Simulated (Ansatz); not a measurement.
Ge2O2⁺, relaxed as a doublet with UKS PBE-D4/def2-SVP in Ansatz, starting from the GFN2-xTB geometry. Force threshold 0.02 eV/Å.

Another isomer (doublet) lies 0.68 eV lower at PBE0-D4/def2-TZVP; other spin states weren't run for this one.

Start:

```xyz
4

Ge   -1.750    0.063   -1.838
Ge    1.072   -0.388    0.640
O    -0.524   -0.139   -0.786
O     1.203    0.463    1.984
```

| step | energy (eV) | largest force component (eV/Å) | SCF passes |
| --- | --- | --- | --- |
| 1 | -117083.8407 | 3.615 | 35 |
| 2 | -117084.1042 | 1.867 | 37 |
| 3 | -117084.2370 | 0.286 | 42 |
| 4 | -117084.2390 | 0.037 | 32 |
| 5 | -117084.2391 | 0.009 | 33 |

Force components are those of the run's own axes.

End:

```xyz
4

Ge   -1.709    0.163   -1.656
Ge    1.120   -0.507    0.520
O    -0.357   -0.209   -0.693
O     0.947    0.553    1.829
```

By distances, no bond broke or formed. The bond that changes most is Ge2–O3, from 2.15 to 1.93 Å (atoms count from 1).

No frequencies were taken in this run, so the end may be a saddle point.

Run time 5.5 s (4 threads of Arm Neoverse V2 on a shared host).
